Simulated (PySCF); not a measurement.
## How methods differ on the excitation energy of I²⁺

I²⁺ [Kr] 4d10 5s2 5p3 (4S) → I²⁺ [Kr] 4d10 5s1 5p4 (4P), as a difference of total energies. Computed with PySCF 2.14 in aug-cc-pVDZ-PP with ECP28MDF (5s4p3d, 32 functions), with scalar relativity through the core potential. Correlated levels: valence: 4s2 4p6 4d10 frozen. The calculations carry no spin-orbit coupling.

```json
{"method": "UHF", "excitation energy (eV)": "11.204"}
{"method": "LDA", "excitation energy (eV)": "11.783"}
{"method": "PBE", "excitation energy (eV)": "11.618"}
{"method": "PBE0", "excitation energy (eV)": "11.558"}
{"method": "r2SCAN", "excitation energy (eV)": "11.381"}
{"method": "M06", "excitation energy (eV)": "11.842"}
{"method": "revPBE", "excitation energy (eV)": "11.523"}
{"method": "TPSSh", "excitation energy (eV)": "11.477"}
{"method": "MP2 (valence)", "excitation energy (eV)": "11.091"}
```

Estimate what SCS-MP2 (valence) gives.

11.062 eV, closest to MP2 (valence) among the rows shown.

Estimate what B3LYP gives.

11.633 eV, closest to PBE among the rows shown.
